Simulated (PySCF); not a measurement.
## Working out the ionisation energy of Ni

Ni [Ar] 3d8 4s2 (3F) → Ni⁺ [Ar] 3d9 (2D). Calculation: PySCF 2.14, in 6-31G* (5s4p2d1f, 34 functions); no relativity, point nucleus. Frozen: [Ar]. Energies in hartree (1 hartree = 27.21139 eV):

```csv
part,Ni (lower),Ni⁺ (upper)
UHF,-1506.610379,-1506.269974
MP2 opposite-spin,-0.111877,-0.125833
MP2 same-spin,-0.057046,-0.072194
```

Problem. What does Hartree-Fock give?

Solution. (-1506.269974) − (-1506.610379) = 0.340405 hartree = 9.263 eV.

Problem. What do MP2 and SCS-MP2 (6/5 opposite-spin, 1/3 same-spin) give?

Solution. The opposite-spin parts differ by -0.380 eV and the same-spin parts by -0.412 eV. MP2: 9.263 + (-0.380) + (-0.412) = 8.471 eV. SCS-MP2: 9.263 + 1.2 × (-0.380) + (-0.412)/3 = 8.670 eV.

Reference: 7.640 eV (measured; NIST Atomic Spectra Database, ionization energies), between the lowest levels; spin-orbit coupling is absent from the calculation.

The calculation is non-relativistic.

What remains against the reference includes basis incompleteness, the frozen core and correlation beyond second order.
